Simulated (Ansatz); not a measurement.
H$_{2}$N, doublet, geometry from GFN2-xTB. Base run: CAM-B3LYP/6-31G* (Ansatz, an electronic-structure program).

Ansatz was given this input:
Ansatz 0.2 input:
```yaml
crystal:
  periodic: [false, false, false]
  atoms:
    - {symbol: N, position_ang: [0.00669643, 0.12471327, 0.03430287]}
    - {symbol: H, position_ang: [-0.85214990, -0.39082144, -0.12434158]}
    - {symbol: H, position_ang: [0.80527491, -0.48217148, -0.11577850]}
basis:
  gaussian:
    orbitals: 6-31G*
hamiltonian:
  xc: cam_b3lyp
magnetization: {spin_polarized: true, initial_magnetization: 1}
```

Each row names what was changed in the base input (with any setting that the change needs).

```json
[
 {"change": "base", "ΔE vs base (mEh)": "0.000"},
 {"change": "point_charge = charge:1.0 position_ang:0.1, -3.1089, 2.5104", "ΔE vs base (mEh)": "5.586"},
 {"change": "final_grid = 14, 28, 59", "ΔE vs base (mEh)": "0.000"},
 {"change": "point_charge = charge:0.5 position_ang:1.1026, 2.1953, -2.8289", "ΔE vs base (mEh)": "-3.680"},
 {"change": "nuclear_model = gaussian", "ΔE vs base (mEh)": "0.007"},
 {"change": "fitting.mean_field = cc-pVTZ-JKFIT", "ΔE vs base (mEh)": "-0.014"},
 {"change": "final_grid = 6, 12, 29", "ΔE vs base (mEh)": "0.001"},
 {"change": "final_grid = 10, 20, 41", "ΔE vs base (mEh)": "0.000"},
 {"change": "final_grid = 4, 8, 17", "ΔE vs base (mEh)": "0.039"},
 {"change": "lower_state_search = full", "ΔE vs base (mEh)": "0.000"},
 {"change": "forces = on", "ΔE vs base (mEh)": "0.000"}
]
```
